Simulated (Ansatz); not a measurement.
Cost and result for the atomization energy of CH8GeOSi (`O[CH]([SiH3])[GeH3]`) (12 atoms, 11 bonds).

Z-matrix (Å, degrees):
```
C
Si 1 1.887
Ge 1 1.974 2 112.6
O 1 1.429 2 111.7 3 -119.5
H 1 1.101 2 109.1 3 117.1
H 2 1.486 1 110.8 3 52.2
H 2 1.488 1 110.6 3 -69.5
H 2 1.492 1 108.3 3 171.0
H 3 1.536 1 109.5 2 179.0
H 3 1.536 1 109.6 2 -60.4
H 3 1.539 1 108.7 2 59.2
H 4 0.962 1 108.8 2 -56.0
```

The species carries charge 0 and has multiplicity 1. Correlated methods include outer-core shells of Ge, which these sets cover unevenly. Scalar relativity is left out up to krypton. The geometry is a stationary point of PBE0-D4/def2-TZVP. It is one conformer, not always the lowest. Program: Ansatz. All runs use 4 threads of an Arm Neoverse N1 on a shared host. Times are those of one run each, without the atoms' runs, and a repeat can differ threefold. Electronic energies, without spin–orbit coupling; frozen cores. CCSD(T)/CBS adds CCSD(T) − MP2 in def2-TZVPP to the MP2 limit, and its time is that of the two runs behind it. T1 = 0.012. With those shells the extrapolation isn't a true limit. B3LYP takes the VWN-RPA correlation (the form of Gaussian; ORCA's B3LYP/G).

CCSD(T)/CBS is a level of theory with its own doubt, some kJ/mol a heavy atom from the limit and from the frozen cores, so smaller differences don't rank the functionals.

```csv
level,functions,wall time,atomization (kcal/mol),difference from CCSD(T)/CBS,per bond
PBE-D4/def2-TZVPP (with forces),264,4.7 s,897.3,-3.2,-0.3
PBE0-D4/def2-TZVPP,264,6.5 s,887.5,-13.0,-1.2
r2SCAN-D4/def2-TZVPP (with forces),264,9.5 s,896.3,-4.2,-0.4
B3LYP-D4/def2-TZVPP (with forces),264,9.5 s,893.4,-7.1,-0.6
B2PLYP/def2-TZVPP,264,11 s,883.3,-17.2,-1.6
ωB97X-V/def2-TZVPP,264,16 s,902.1,1.6,0.1
ωB97M-V/def2-TZVPP (with forces),264,23 s,895.7,-4.8,-0.4
MP2/def2-QZVPP,513,49 s,891.7,-8.8,-0.8
CCSD(T)/def2-TZVPP,264,6.5 min,879.4,-21.1,-1.9
CCSD(T)/CBS(def2),–,7.3 min,900.5,0.0,0.0
```

From PBE to PBE0 (25 % exact exchange), in def2-TZVPP and without D4, the atomization energy moves by −8.9 kcal/mol: exact exchange takes away binding that semilocal exchange gives to molecules. The D4 term adds +9.6 kcal/mol with B3LYP and +5.1 kcal/mol with PBE0; it sums over pairs of atoms, weighted by their polarisabilities, and B3LYP, whose exchange is more repulsive, gets the larger term. In def2-TZVPP, CCSD(T) changes the Hartree–Fock value by +229.7 kcal/mol (the triples alone add +10.8 kcal/mol) and MP2 by +229.6 kcal/mol; breaking electron pairs costs correlation energy, which Hartree–Fock lacks.
